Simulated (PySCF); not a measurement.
**How methods differ on the excitation energy of B**

B [He] 2s2 2p1 (2P) → B [He] 2s2 3s1 (2S), as a difference of total energies. All numbers are calculated (PySCF 2.14, no relativity, point nucleus, in aug-cc-pVDZ (4s3p2d, 23 functions)). Correlated levels: valence: 1s2 frozen. The calculations carry no spin-orbit coupling.

```json
{"method": "UHF", "excitation energy (eV)": "5.106"}
{"method": "LDA", "excitation energy (eV)": "5.348"}
{"method": "PBE", "excitation energy (eV)": "5.359"}
{"method": "PBE0", "excitation energy (eV)": "5.367"}
{"method": "r2SCAN", "excitation energy (eV)": "5.576"}
{"method": "M06-L", "excitation energy (eV)": "5.669"}
{"method": "B2PLYP", "excitation energy (eV)": "5.328"}
{"method": "B3LYP", "excitation energy (eV)": "5.477"}
{"method": "LC-wPBE", "excitation energy (eV)": "5.581"}
{"method": "MP2 (valence)", "excitation energy (eV)": "5.072"}
{"method": "SCS-MP2 (valence)", "excitation energy (eV)": "5.053"}
```

How much does correlation contribute at MP2 (valence)?

5.072 − (5.106) = -0.034 eV, measured against UHF.

Errors of the correlated levels include the incompleteness of this basis and the frozen core.

The promoted electron is Rydberg-like, and one or two diffuse shells describe it only roughly, which tends to raise the upper state.

For comparison: 4.963 eV (measured; NIST levels, between the centres of gravity of the two terms).
